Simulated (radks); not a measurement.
Problem. Neutral selenium, 34 electrons, occupied as [Ar] 3d10 4s2 4p4 (the NIST ground configuration). All-electron calculation, Dirac Kohn-Sham, AM05, spin-unpolarised, spherical densities, point nucleus; open shells fill j = l - 1/2 first. Program: a radial shooting solver on a logarithmic mesh with Libxc functionals. Some entries of the table are withheld. Estimate them.

orbital,occ.,eigenvalue (hartree),<r> (bohr),<1/r> (bohr^-1)
1s1/2,2,(1),0.04413,34.52
2s1/2,2,-58.94676,0.1959,7.675
2p1/2,2,-52.91041,0.1686,7.645
2p3/2,4,-51.37946,0.1724,7.409
3s1/2,2,(2),(3),2.497
3p1/2,2,(4),0.5830,2.378
3p3/2,4,(5),0.5936,2.321
3d3/2,4,-1.96908,(6),2.041
3d5/2,6,-1.93616,(7),2.026
4s1/2,2,-0.63163,1.796,0.7393
4p1/2,2,-0.24572,2.265,0.5839
4p3/2,2,-0.23178,2.316,0.5700

Solution. 
(1) 1s1/2 eigenvalue (hartree): -458.6658
(2) 3s1/2 eigenvalue (hartree): -7.81255
(3) 3s1/2 <r> (bohr): 0.5748
(4) 3p1/2 eigenvalue (hartree): -5.74891
(5) 3p3/2 eigenvalue (hartree): -5.53302
(6) 3d3/2 <r> (bohr): 0.6281
(7) 3d5/2 <r> (bohr): 0.6325
